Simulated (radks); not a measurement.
The numbers below are computed, except where a source is named.
Q: Coherent X-ray form factor from a spherical all-electron density. Level of theory: scalar-relativistic Kohn-Sham, BLYP, spin-polarised, spherical densities, finite nucleus; Fermi nuclear charge, rms radius of each element as measured or else 0.836 A^(1/3) + 0.57 fm (a radial shooting solver on a logarithmic mesh with Libxc functionals).

sin(theta)/lambda (1/angstrom),f0 (electrons)
0.05,36.001
0.1,33.945
0.15,31.675
0.2,29.362
0.25,27.155
0.3,25.169
0.4,21.926
0.5,19.360
0.6,17.130
0.8,13.256
1,10.278
1.25,7.893
1.5,6.568
2,5.190

The species is in the configuration that NIST lists as its ground one. Which atom or ion scatters so?

A: Neutral rubidium, [Kr] 5s1. Extrapolating in s^2 from the first two rows gives f0(0) = 36.7, near the electron count 37; among species with that count, the fall with angle is slower the higher Z, and the table is that of Z = 37; from so few rows the species is fixed only to a neighbour or two.
